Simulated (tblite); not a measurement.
C₆H₈FO (doublet state).
Cartesian coordinates in Å at the GFN2-xTB level; atoms count from 1:
```xyz
16
C6H8FO angstrom
F     -0.6261    2.9252   -0.2597
C     -1.1747    1.6969   -0.3727
C     -0.5802    0.6138    0.0994
C     -1.1848   -0.7510   -0.0272
C     -0.1720   -1.7640   -0.4585
O      1.1540   -1.6391   -0.1510
C      1.6639   -0.3267   -0.1041
C      0.7804    0.6116    0.7269
H     -2.1351    1.7280   -0.8645
H     -2.0242   -0.7486   -0.7273
H     -1.5939   -1.0357    0.9576
H     -0.4617   -2.7989   -0.5271
H      1.7525    0.0715   -1.1257
H      2.6634   -0.4154    0.3286
H      0.7199    0.2295    1.7491
H      1.2111    1.6117    0.7448
```

Calculated harmonic vibrations of the isolated species, GFN2-xTB (tblite), most abundant isotopes, no scaling. The method is semi-empirical: single wavenumbers can be off by several per cent or more. One conformer, not necessarily the lowest. Open shells enter through the occupations alone, without spin polarisation, and single modes of such species can be off by tens of per cent.

Harmonic wavenumbers (cm⁻¹): 78.1, 133.6, 213.4, 261.8, 286.5, 348.9, 442.8, 467.1, 534.0, 553.1, 726.7, 784.0, 827.6, 885.0, 901.1, 974.2, 990.0, 1045.5, 1062.9, 1087.3, 1124.8, 1161.0, 1200.1, 1207.4, 1216.6, 1274.3, 1286.9, 1308.4, 1321.6, 1351.0, 1445.7, 1458.8, 1465.3, 1737.3, 2793.6, 2869.7, 2961.0, 2969.9, 2975.4, 3019.6, 3086.8, 3103.4.

A = 4200, B = 1446, C = 1160 MHz; mass 115.056 u (most abundant isotopes); point group C1, symmetry number 1; spin multiplicity 2.

Task: What is the zero-point energy?

Result: ½Σν̃ = 27471 cm⁻¹ = 328.63 kJ/mol.

Task: What is S at 298.15 K and 1 bar for an ideal gas of classical rigid rotors and harmonic oscillators?

Result: Translation 168.04, rotation 118.05, vibration 73.78, spin (R ln 2) 5.76: S = 365.6 J/(mol K).

Task: And Cp and H(298.15 K) − H(0)?

Result: Cp = 128.03 J/(mol K), of which vibrations give 94.77 (their classical limit is 42 R = 349.2); H(298.15 K) − H(0) = 22.69 kJ/mol without the zero-point energy, 12.77 from vibrations.

Task: How do the functions run with temperature in this model?

Result: 
| T (K) | S (J/(mol K)) | Cp (J/(mol K)) | H − H(0) (kJ/mol) | G − H(0) (kJ/mol) | ln q(vib) |
| --- | --- | --- | --- | --- | --- |
| 100 | 271.2 | 59.0 | 4.35 | -22.77 | 0.65 |
| 200 | 322.3 | 92.2 | 11.91 | -52.54 | 2.09 |
| 300 | 366.4 | 128.7 | 22.92 | -87.00 | 3.75 |
| 500 | 449.0 | 197.4 | 55.86 | -168.66 | 7.40 |
| 800 | 557.5 | 262.9 | 125.86 | -320.14 | 13.08 |
| 1000 | 619.3 | 290.3 | 181.32 | -437.95 | 16.73 |

q(vib) and H(0) count from the zero-point level.

Task: Which modes carry the vibrational entropy at 298.15 K?

Result: 78.1 cm⁻¹: 16.48; 133.6 cm⁻¹: 12.11; 213.4 cm⁻¹: 8.43; 261.8 cm⁻¹: 6.90; 286.5 cm⁻¹: 6.25; 348.9 cm⁻¹: 4.90 J/(mol K); the other 36 give 18.71 together.

Task: What must be added to the electronic energy to get the Gibbs energy at 298.15 K and 1 bar?

Result: ZPE + [H(298.15 K) − H(0)] − T·S = 328.63 + 22.69 − 109.01 = 242.31 kJ/mol.

Hindered rotation and anharmonicity are outside this model. Other conformers, if any are populated, would add a mixing term that is left out. The structure is chiral; the term R ln 2 for an equal mix with its mirror image is left out.

Time: 0.45 s of wall time. Hardware: one thread of an Arm Neoverse V1, on a shared host. The figure is for the frequency step alone.
